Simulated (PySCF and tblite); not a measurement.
Results of a calculation; reference values are marked as such.
Stationary points of C5H13NSi at GFN2-xTB, in Å:

Structure A

```
 1 C    -0.072   -0.518   -1.923
 2 Si   -0.541    0.035   -0.150
 3 C    -1.299    1.778   -0.210
 4 C    -1.720   -1.243    0.621
 5 N     0.780    0.158    0.964
 6 C     2.095    0.695    0.781
 7 C     1.897   -0.714    1.169
 8 H     0.399   -1.498   -1.918
 9 H    -0.939   -0.579   -2.572
10 H     0.628    0.177   -2.380
11 H    -1.591    2.110    0.780
12 H    -2.183    1.795   -0.839
13 H    -0.598    2.505   -0.606
14 H    -2.014   -0.947    1.622
15 H    -1.258   -2.223    0.690
16 H    -2.623   -1.345    0.027
17 H     2.436    0.918   -0.224
18 H     2.419    1.409    1.529
19 H     2.080   -1.011    2.195
20 H     2.099   -1.491    0.440
```

Structure B

```
 1 C    -0.320   -0.675   -2.064
 2 Si   -0.518   -0.016   -0.281
 3 C    -1.137    1.782   -0.286
 4 C    -1.729   -1.162    0.652
 5 N     0.993    0.020    0.517
 6 C     2.012    0.766    1.161
 7 C     2.100   -0.708    1.023
 8 H     0.111   -1.672   -2.064
 9 H    -1.274   -0.733   -2.578
10 H     0.333   -0.038   -2.654
11 H    -1.260    2.159    0.724
12 H    -2.095    1.866   -0.788
13 H    -0.438    2.436   -0.797
14 H    -1.917   -0.808    1.661
15 H    -1.328   -2.169    0.729
16 H    -2.686   -1.232    0.144
17 H     2.647    1.393    0.541
18 H     1.788    1.193    2.134
19 H     1.937   -1.330    1.898
20 H     2.796   -1.131    0.305
```

Geometries: GFN2-xTB; energies: BP86/pcSseg-1 + D3(BJ); zero-point and thermal terms from GFN2-xTB harmonic modes (soft modes blended into free rotors).

Problem. Which structure is a saddle point, and along which motion?

Solution. B: one imaginary mode (168i cm⁻¹ at GFN2-xTB, mostly on N5, C6), along the pyramidal inversion at N5.

Problem. Give their symmetry and energies above the lowest.

Solution. A Cs, 0.0 kcal/mol; B C1, 3.2 kcal/mol.
